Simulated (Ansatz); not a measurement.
Gas-phase electronic energies from Ansatz, PBE0-D4/def2-TZVP geometries. CBS: MP2 limit from def2 TZ/QZ plus the TZ coupled-cluster correction, frozen cores. DFT in def2-TZVPP. Elements past krypton have def2 core potentials. For Sn outer-core shells are correlated without core-valence functions, which leaves a few kJ/mol of doubt a bond. Each species was taken in one conformer, which may not be the lowest.

Reaction (isomerisation): `C[O][SnH2][CH]=N` → `C=[N][SnH]([CH3])[OH]`

```csv
level,ΔE (kcal/mol)
ωB97X-V,-25.4
ωB97M-V,-26.0
B2PLYP,-26.7
r2SCAN,-25.5
HF/def2-TZVPP,-25.4
MP2/def2-TZVPP,-29.8
CCSD(T)/def2-TZVPP,-26.8
CCSD/CBS(def2),-28.1
```

**Question.** What does CCSD(T)/CBS give? (Estimate.)

**Answer.** Computed: -28.3 kcal/mol. The listed levels differ from it by 2.9, 2.3, 1.6, 2.8, 2.9, -1.5, 1.5, 0.2 kcal/mol.

Largest T1 diagnostic among the species: 0.014.

In def2-TZVPP, CCSD(T) changes the Hartree–Fock value by −1.4 kcal/mol (the triples alone add −0.2 kcal/mol) and MP2 by −4.4 kcal/mol.
